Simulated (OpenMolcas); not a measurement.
Computed levels of 4s2 4p in ions with 31 electrons, in cm-1 above 2P* 1/2.

```yaml
Program: OpenMolcas
Method: SS-RASPT2, IPEA 0.25 Eh, imaginary shift 0.1 Eh
Basis: ANO-RCC-VQZP
Scalar_Hamiltonian: DKH2, point nucleus
Spin-orbit_coupling: RASSI with atomic mean-field integrals over the reference wave functions, term energies averaged over their components
```

Active space for each ion: 1 electron in 9 orbitals (RAS2 4p; RAS3 4d 5s, at most 1 electron); closed shells correlated by CASPT2: 3d 4s.

| Level | As2+ | Se3+ | Kr5+ |
| --- | --- | --- | --- |
| 2P* 3/2 | 2590 | 3910 | 7400 |

**Question.** Estimate 2P* 3/2 for Br4+ from its neighbours Se3+ and Kr5+.

**Answer.** 2P* 3/2 is fine structure, which grows about as the fourth power of a screened charge, so the fourth roots are averaged: ((3910^0.25 + 7400^0.25) / 2)^4 = 5448. The calculation gives 5510, so the estimate is off by -1.1 %; the measured value is 6090 (Moore, Atomic Energy Levels, vol. II, NSRDS-NBS 35 (1971 reprint of NBS Circular 467, 1952)).

Over all roots computed the reference weight is 0.92 to 0.97 in Br4+, 0.90 to 0.97 in Kr5+; the roots of lowest weight are the least certain, and an intruder state may touch them. With one active electron, CASPT2 adds the correlation within the correlated inactive shells and between them and that electron, and leaves the splitting within a term as the reference gives it. Measured partners are found by configuration, term and J. A level has none where our copy of the source lacks it or the pairing is in doubt (some pairs that miss far off the trend of their configuration count as doubtful), and it then counts in no deviation. Only configurations of the active space appear.

* marks odd parity.
